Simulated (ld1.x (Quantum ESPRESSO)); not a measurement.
**Varying the PAW potential for Ga**

Base potential:

gallium, PAW, made with ld1.x (Quantum ESPRESSO) 7.5 (PBE, fully relativistic). Core [Ar], reference 3d10 4s2 4p0 (charge +1). Waves: 4s (bound): rcut 1.50, rcutus 1.70 bohr; 4s channel at 0.9 Ry: rcut 1.50, rcutus 1.70 bohr; 4p (bound, empty): rcut 2.10, rcutus 2.95 bohr; 4p channel at 2.95 Ry: rcut 2.10, rcutus 2.95 bohr; 3d (bound): rcut 1.00, rcutus 1.35 bohr; 3d channel at -1 Ry: rcut 1.00, rcutus 1.35 bohr. Local part: all-electron potential smoothed inside 1.75 bohr (lloc = -1). Core correction: Bessel-smoothed model core inside 0.65 bohr. Augmentation charge: PSQ, inside the norm-conserving radii.

Open shells are filled in proportion to 2j + 1 (rel_dist='average').

All-electron outer shells of the reference configuration (PBE, scalar-relativistic, ld1.x):

```tsv
shell	level (eV)	outermost node (bohr)	outermost maximum (bohr)
3p	-107.14	0.24	0.56
3d	-27.42	–	0.53
4s	-16.33	0.80	1.85
4p	-9.07	0.87	2.32
```

Cutoffs, loose and tight: the cutoffs (Ry, on a coarse ladder) from which the occupation-weighted sum of valence levels, in a spherical-Bessel basis at the reference potential, stays within 10 and 1 mRy of its value at 400 Ry. They do not see the model core or the augmentation charge, which bear on the density cutoff. Test errors are all-electron minus pseudo excitation energies from the reference, over the configurations 3d10 4s2 4p1; 3d10 4s1 4p0; 3d10 4s0 4p0; 3d10 4s2 4p1.3; 3d9 4s2 4p2; 3d10 4s2 4p0.5; 3d10 4s0 4p3. A dash means not determined; rows that change the core or the reference have their own tests.

Cutoffs are not given where the Bessel-basis levels miss the radial ones by over 6 mRy, ghosts where they miss by over 20 mRy; a channel whose overlap is not positive is not tested.

| change | outcome | bound ghosts | largest test error (meV) |
| --- | --- | --- | --- |
| base | generated | not determined | -206 |
| wave 4p channel at 2.95 Ry: rcut 2.10, rcutus 2.95 bohr becomes 4p channel at -0.54 Ry: rcut 2.10, rcutus 2.95 bohr | generated | not determined | -183 |
| wave 4p channel at 2.95 Ry: rcut 2.10, rcutus 2.95 bohr becomes 4p channel at -0.5 Ry: rcut 2.10, rcutus 2.95 bohr | generated | not determined | -184 |
| wave 4p channel at 2.95 Ry: rcut 2.10, rcutus 2.95 bohr becomes 4p channel at -0.36 Ry: rcut 2.10, rcutus 2.95 bohr | generated | not determined | -184 |
| wave 4p channel at 2.95 Ry: rcut 2.10, rcutus 2.95 bohr becomes 4p channel at -0.19 Ry: rcut 2.10, rcutus 2.95 bohr | generated | not determined | -185 |
| wave 4p channel at 2.95 Ry: rcut 2.10, rcutus 2.95 bohr becomes 4p channel at 0.03 Ry: rcut 2.10, rcutus 2.95 bohr | generated | not determined | -183 |
| wave 4p channel at 2.95 Ry: rcut 2.10, rcutus 2.95 bohr becomes 4p channel at 0.52 Ry: rcut 2.10, rcutus 2.95 bohr | generated | not determined | -223 |
| wave 4p channel at 2.95 Ry: rcut 2.10, rcutus 2.95 bohr becomes 4p channel at 1.27 Ry: rcut 2.10, rcutus 2.95 bohr | generated | not determined | -198 |
| wave 4p channel at 2.95 Ry: rcut 2.10, rcutus 2.95 bohr becomes 4p channel at 2.03 Ry: rcut 2.10, rcutus 2.95 bohr | generated | not determined | -212 |
| wave 4p channel at 2.95 Ry: rcut 2.10, rcutus 2.95 bohr becomes 4p channel at 3.25 Ry: rcut 2.10, rcutus 2.95 bohr | generated | not determined | -206 |
| wave 4p channel at 2.95 Ry: rcut 2.10, rcutus 2.95 bohr becomes 4p channel at 5.69 Ry: rcut 2.10, rcutus 2.95 bohr | generated | not determined | -208 |
